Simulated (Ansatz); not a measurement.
C2H6BFSi can be A, `C[C@H]1B[Si@@H]1F`, or B, `B[SiH](F)C=C`.

Calculated with Ansatz (gas phase, PBE0-D4/def2-TZVP geometries, no zero-point term in ΔE). CBS: MP2 limit from def2 TZ/QZ plus the TZ coupled-cluster correction, frozen cores. DFT in def2-TZVPP. B3LYP here is the variant with VWN-RPA as its local correlation; programs differ in this. Each species was taken in one conformer, which may not be the lowest.

Which is lower in electronic energy at CCSD(T)/CBS, and by how much? (An estimate is asked.)

The calculation gave: B, by 11.0 kcal/mol.

Give E(B) − E(A) in kcal/mol with PBE-D4, B3LYP, MP2/def2-TZVPP, B2PLYP, r2SCAN-D4, HF/def2-TZVPP, B3LYP-D4. (Estimate.)

Computed: PBE-D4 -2.0, B3LYP -11.3, MP2/def2-TZVPP -8.1, B2PLYP -10.9, r2SCAN-D4 -6.4, HF/def2-TZVPP -28.5, B3LYP-D4 -10.6. None reverses the order clearly.

Largest T1 diagnostic: 0.013.

From PBE to PBE0 (25 % exact exchange), in def2-TZVPP and without D4, E(B) − E(A) moves by −3.7 kcal/mol. In def2-TZVPP, CCSD(T) changes the Hartree–Fock value by +17.6 kcal/mol (the triples alone add +3.0 kcal/mol) and MP2 by +20.4 kcal/mol.
